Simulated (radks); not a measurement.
The numbers below are computed, except where a source is named.
All-electron atom: Tl62+ in [Ar] 3d1. Level of theory: scalar-relativistic Kohn-Sham, PBE, spin-polarised, spherical densities, finite nucleus; open shells are filled with parallel spins first (spin-orbit coupling, left out, can overturn this in heavy ions); Fermi nuclear charge, rms radius 5.4759 fm (a radial shooting solver on a logarithmic mesh with Libxc functionals). Some entries of the table are withheld. Estimate them.

| orbital | occ. | eigenvalue (eV) | <r^2> (bohr^2) | <1/r> (bohr^-1) |
|---|---|---|---|---|
| 1s up | 1 | -90342.20 | 0.0003689 | 99.39 |
| 1s down | 1 | -90342.13 | 0.0003689 | 99.39 |
| 2s up | 1 | -19884.91 | 0.005517 | 23.51 |
| 2s down | 1 | -19878.30 | 0.005514 | 23.52 |
| 2p up | 3 | -17778.81 | 0.004657 | 20.74 |
| 2p down | 3 | -17773.46 | 0.004653 | 20.74 |
| 3s up | 1 | -7714.671 | 0.03196 | 9.300 |
| 3s down | 1 | -7707.034 | 0.03199 | 9.292 |
| 3p up | 3 | -7099.467 | 0.03199 | (1) |
| 3p down | 3 | -7091.760 | 0.03203 | (2) |
| 3d up | 1 | -6576.826 | (3) | 7.995 |
| 3d down | 0 | -6566.822 | (4) | 7.991 |

Answer. 
(1) 3p up <1/r> (bohr^-1): 8.501
(2) 3p down <1/r> (bohr^-1): 8.494
(3) 3d up <r^2> (bohr^2): 0.02518
(4) 3d down <r^2> (bohr^2): 0.02521
